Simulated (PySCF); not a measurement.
The multiplicity is imposed and other spin states were not computed.

Cartesian coordinates (Å):
```xyz
5

Ag    -0.0559    -0.0109    -0.0147
O      1.4203     1.5788     0.5339
H      2.1571     1.6273    -0.0922
H      1.8341     1.4142     1.3936
H     -1.0732    -1.1684    -0.4022
```
Charge 0, spin multiplicity 1.

Q: Predict the dipole moment, HOMO–LUMO gap and LUMO from TPSSh-D3(BJ)/def2-TZVP // r2SCAN-D4/def2-SVP in PySCF.

A: 
The dipole moment is 5.84 D. The HOMO–LUMO gap is 4.24 eV and the LUMO is -1.27 eV.
